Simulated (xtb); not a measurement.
Nb(O)(OH)(Me)2 (C₂H₇NbO₂), SMILES [CH3][Nb]([CH3])(=[O])[OH], multiplicity 1. All values are semi-empirical tight-binding results from xtb (GFN2-xTB unless named), good for trends rather than for accurate numbers. Coordinates come from a GFN2-xTB optimisation. The spin state was assumed, not searched. One conformer was computed; it need not be the lowest.

For metal compounds this method's bond lengths and energies can be far off.

Computed properties:
- orbital gap: 1.98 eV
- zero-point energy: 51.8 kcal/mol
- G − E(el) at 298.15 K (modified RRHO): 29.9 kcal/mol
